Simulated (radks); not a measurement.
Q: Neutral krypton, [Kr]. Method: non-relativistic Kohn-Sham, exchange-only B88, spin-polarised, spherical densities, point nucleus; computed with a radial shooting solver on a logarithmic mesh with Libxc functionals. Every spin shell is full or empty, so the densities are truly spherical. Functionals are evaluated on that one density, not self-consistently. Rank these orbital-free kinetic functionals by their error against the exact value of the orbitals, and give that value: Thomas-Fermi, von Weizsacker, TF + vW/9, TF + vW/5, LC94, APBEK, revAPBEK, Perdew 92, Thakkar, Pearson, LKT, PG1, DePristo-Kress, Ernzerhof.

A: Exact: 2752.10 hartree. From best to worst, with 100 (|E| - |E exact|)/|E exact| (equal figures are ties): LC94 +0.04, DePristo-Kress -0.08, APBEK +0.11, revAPBEK +0.33, Ernzerhof -0.39, Thakkar -0.48, Perdew 92 -0.72, TF + vW/9 -0.73, Pearson -1.06, TF + vW/5 +3.39, Thomas-Fermi -5.87, PG1 +17.19, LKT +21.77, von Weizsacker -53.66.
